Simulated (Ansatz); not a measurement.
Gas-phase electronic energies from Ansatz, PBE0-D4/def2-TZVP geometries. CCSD(T)/CBS adds triple-zeta CCSD(T) − MP2 to the extrapolated MP2 energy (def2 sets, frozen cores). This one scheme is used for every species, atoms too. Functionals use def2-TZVPP. B3LYP here is the variant with VWN-RPA as its local correlation; programs differ in this. No spin–orbit coupling; open shells (•) take unrestricted orbitals. Spin–orbit coupling would lower the free atoms: a little for C, O, Si. One conformer a species, not always the lowest.

Reaction (atomization): `OC(O)(O)[SiH3]` → C• + 6 H• + 3 O• + Si•

`OC(O)(O)[SiH3]`:

Z-matrix (Å, degrees):
```
C
O 1 1.397
O 1 1.380 2 108.5
O 1 1.412 2 105.1 3 119.8
Si 1 1.927 2 111.3 3 -118.6
H 2 0.963 1 107.4 3 -149.2
H 3 0.968 1 107.0 2 46.5
H 4 0.962 1 108.0 2 -175.0
H 5 1.482 1 110.6 2 64.5
H 5 1.485 1 107.1 2 -55.9
H 5 1.488 1 109.3 2 -174.0
```

CCSD(T)/CBS gives +40.64 eV.

(1) Another level gave +40.55 eV. Which?
A. CCSD(T)/def2-TZVPP
B. B3LYP/def2-TZVPP
C. r2SCAN-D4/def2-TZVPP
D. B3LYP-D4/def2-TZVPP

Largest T1 diagnostic among the species: 0.012.

Results:

(1) C. r2SCAN-D4 40.55, CCSD(T)/def2-TZVPP 39.39, B3LYP 39.97, B3LYP-D4 40.31 eV.

From PBE to PBE0 (25 % exact exchange), in def2-TZVPP and without D4, ΔE moves by −1.09 eV: exact exchange takes away binding that semilocal exchange gives to molecules. The D4 term adds +0.34 eV with B3LYP and +0.18 eV with PBE0; it sums over pairs of atoms, weighted by their polarisabilities, and B3LYP, whose exchange is more repulsive, gets the larger term. In def2-TZVPP, CCSD(T) changes the Hartree–Fock value by +11.88 eV (the triples alone add +0.70 eV) and MP2 by +12.74 eV; breaking electron pairs costs correlation energy, which Hartree–Fock lacks.

For atomizations the MP2-based limit and the directly extrapolated one differ by several kJ/mol either way, and by 10 to 25 for some Ge, Se and Sn compounds, so smaller differences from it don't rank the levels.
